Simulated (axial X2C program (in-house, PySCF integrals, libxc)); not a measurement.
The numbers below are computed, except where a source is named.
NNdN⁻: input and output of an open-shell CI run

Program: an axial X2C code built on PySCF integrals.

Input and command:
```json
{"zs": [7, 60, 7], "q": -1, "bas": ["dyall-v3z", "dyall-v3z", "dyall-v3z"], "r0": 1.72, "metal": 1, "shells": [[3, [2, 3], 0], [0, [0], 1], [3, [1], 0]], "fix": 0, "emax": 3.5, "nroots": 6}
```
```bash
python soci.py task.json out
```

Keys: zs atomic numbers; q charge; bas basis sets; r0 starting distance in Å; metal index of the metal atom; shells open shells as [l, |m| values, electrons]; fix electron count of the first shell held; emax energy window in eV; nroots roots for each Ω.

Output at N–Nd–N held linear, both bonds 1.635 Å:

```
average of configuration f(δφ)0 s1 f(π)0
basis functions 265  fitting functions 1390
iter      average energy  largest gradient
   1      -9724.713378544   7.89e-01
   2      -9724.732407097   2.05e-03
   3      -9724.732439815   7.38e-04
   4      -9724.732440705   4.94e-04
   5      -9724.732440822   2.42e-05
   6      -9724.732440854   1.18e-04
   7      -9724.732440871   5.46e-05
   8      -9724.732440882   1.47e-05
converged
CI levels
2*Omega        energy/Eh    cm-1   g(par)  dipole/D  leading shell counts
    1     -9724.73244088        0   2.002   -7.853  {'0 1 0': 1.0}
```

Dipoles in the output refer to the first atom as origin, so for this ion they depend on that choice.

There is no dynamic correlation: spin–orbit spacings and, for f shells, spacings inside one term are the most reliable numbers, splittings between terms come out too wide, and energies between configurations are not reliable, so the lowest level need not be the ground state of the molecule. At most 6 roots were kept for each Ω > 0 (twice that for Ω = 0) within 3.5 eV of the lowest, so higher up levels can be missing between those listed; levels with Ω > 0 are doubly degenerate and listed once, Ω = 0 levels singly. States that fill the shells left empty in the average are placed too high. For an anion, levels above electron detachment are held by the basis set. The molecule was held linear; bending was not examined.
